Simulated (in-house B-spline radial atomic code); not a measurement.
A calculation on Nb+: its settings, and results tabulated from the run. Computed with a radial B-spline atomic code at the basis-set limit: non-relativistic TPSSh, spin-polarised, spherical fractional occupations, exact exchange averaged over the configuration, point nucleus.

Command:
```bash
python run_scf.py task.json out
```
Settings:
```
Z                41
configuration    [Kr] 4d4
hamiltonian      nr
method           tpssh
spin_polarised   True
exact_exchange   averaged over the configuration
```

Output (hartree, bohr):
```
 radial grid: 63 intervals, B-splines of order 8, outer radius 60 bohr

 iter        energy (Eh)    residual
    1       -3755.188284    6.34e-02
    2       -3755.191886    1.47e-03
    3       -3755.191918    5.37e-04
    4       -3755.191920    2.18e-04
    5       -3755.191920    4.88e-05
    6       -3755.191920    1.32e-05
    7       -3755.191920    4.18e-07
    8       -3755.191920    1.09e-07

 total energy                     -3755.19192
 kinetic                            3753.3934
 electron-nucleus                  -8934.7959
 Hartree                            1543.0900
 exact exchange                      -11.4858
 exchange-correlation               -105.3936

 orbital      occ     eigenvalue          <r>       <r^2>       <1/r>     <1/r^2>       r_max
 1s up      1.000      -676.7552    0.0371857  0.00185065     40.4984     3293.96      0.0246
 1s down    1.000      -676.7560    0.0371857  0.00185065     40.4984     3293.97      0.0246
 2s up      1.000       -93.6132     0.162767   0.0311547     9.11479       338.1      0.1375
 2s down    1.000       -93.6002     0.162756   0.0311507     9.11559     338.159      0.1375
 2p up      3.000       -85.9353     0.139753   0.0238079     9.09744     112.425      0.1084
 2p down    3.000       -85.9251      0.13974   0.0238034     9.09815      112.44      0.1084
 3s up      1.000       -15.9085     0.454073    0.236023       3.142     60.5069      0.4056
 3s down    1.000       -15.9029     0.454105    0.236029     3.14117     60.4645      0.4057
 3p up      3.000       -12.9783     0.450433    0.235996      3.0439     19.8168      0.3937
 3p down    3.000       -12.9709     0.450439    0.235956     3.04316     19.8041      0.3938
 3d up      5.000        -7.6541     0.432239    0.225032     2.85427     10.3704      0.3348
 3d down    5.000        -7.6396     0.432188    0.224866     2.85377     10.3656       0.335
 4s up      1.000        -2.3650       1.1966     1.62321     1.12355     9.77436       1.062
 4s down    1.000        -2.2766      1.18602     1.59473     1.13649     10.0494       1.053
 4p up      3.000        -1.5588       1.3236     2.00948     1.00574     2.93281       1.139
 4p down    3.000        -1.4545       1.3117     1.97552     1.01819     3.01783       1.128
 4d up      4.000        -0.3920      1.98835     4.80938    0.672897    0.874705       1.472
```

Cost of the run: 0.8 s on 1 thread of Arm Neoverse N1, with other jobs on the host.
